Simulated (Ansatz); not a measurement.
Born–Oppenheimer molecular dynamics of CH5BF2O2 (11 atoms, charge 0, multiplicity 1). It starts from a rough guess of a transition structure, not a stationary point.

Method: UKS PBE/STO-3G (Ansatz 0.2.0).

```yaml
ensemble: NVE (velocity Verlet)
time_step: 0.5 fs
steps_asked: 137
starting_velocities_drawn_for: 1000 K
seed: 347068
```

First frame:

```xyz
11
Properties=species:S:1:pos:R:3
B -0.241 -0.273 -1.159
O 1.420 0.265 -1.178
F -0.350 -1.568 -0.977
F -0.933 0.322 -2.107
H 0.897 0.728 -0.107
O -0.296 0.623 0.340
C -0.462 -0.126 1.525
H 1.500 0.952 -1.843
H 0.135 -1.040 1.510
H -0.154 0.505 2.361
H -1.515 -0.389 1.635
```

Problem. How far do the bonds stretch over the last three quarters of this one trajectory? (Pairs bonded in most of those frames.)

Solution. 
```tsv
bond	mean (Å)	spread (Å)	shortest	longest
B1–O2	1.592	0.037	1.51	1.66
B1–F3	1.350	0.030	1.29	1.39
B1–F4	1.369	0.064	1.27	1.48
B1–O6	1.746	0.085	1.56	1.87
O2–H8	1.041	0.063	0.95	1.14
O6–C7	1.491	0.083	1.37	1.64
C7–H9	1.125	0.035	1.07	1.18
C7–H10	1.123	0.044	1.05	1.19
C7–H11	1.117	0.024	1.07	1.17
```

Mean temperature of the second half: 789 K. The conserved energy stayed within 0.58 meV per atom of its start (net change -0.089 meV per atom), so the integration is sound. A run of 0.069 ps of so small a system gives no equilibrium averages. The orbitals stay closed-shell, which can raise the energy where a bond breaks towards radicals; this wasn't checked here. Limits of this set-up: minimal basis.

The run took 13 min on 1 thread of Intel(R) Xeon(R) Platinum 8175M CPU @ 2.50GHz (Skylake/Cascade Lake) (shared host), peak memory 0.14 GiB.
